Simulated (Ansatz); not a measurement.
`C=C[Si](N)(N)Br` and `N[Si](N)(O)Br` differ in one atom or group.

Ansatz, PBE0-D4/def2-TZVP geometries, multiplicity 1. Each molecule was computed in one conformer, which needn't be the lowest.

Scalar relativity is left out up to krypton.

```
                                          property  `C=C[Si](N)(N)Br`
                 HOMO energy (PBE/def2-TZVPP) / eV              -6.11
    size of the dipole moment (PBE/def2-TZVPP) / D               2.22
size of the dipole moment (ωB97M-V/def2-TZVPP) / D               2.21
               LUMO energy (B3LYP/def2-TZVPP) / eV              -0.68
             HOMO energy (ωB97M-V/def2-TZVPP) / eV              -9.81
  size of the dipole moment (B3LYP/def2-TZVPP) / D               2.21
```

(1) Give the same properties after the change, and the shifts. (Best estimate.)

Results:

(1) The calculation gave: 
```
                                          property  `N[Si](N)(O)Br`  shift
                 HOMO energy (PBE/def2-TZVPP) / eV            -6.24  -0.13
    size of the dipole moment (PBE/def2-TZVPP) / D             1.47  -0.75
size of the dipole moment (ωB97M-V/def2-TZVPP) / D             1.44  -0.77
               LUMO energy (B3LYP/def2-TZVPP) / eV             0.28   0.96
             HOMO energy (ωB97M-V/def2-TZVPP) / eV            -9.97  -0.16
  size of the dipole moment (B3LYP/def2-TZVPP) / D             1.43  -0.78
```

With PBE0 the HOMO falls by 0.17 eV and the LUMO rises by 1.11 eV, so the gap widens by about 1.28 eV. PBE moves the HOMO by -0.13 eV and ωB97M-V by -0.16 eV. Dipoles are sizes alone; their direction can turn.

B3LYP here is the variant with VWN-RPA as its local correlation; programs differ in this.

Spin–orbit coupling is left out; it splits and shifts lone-pair levels of the heavy atoms by tenths of an eV.
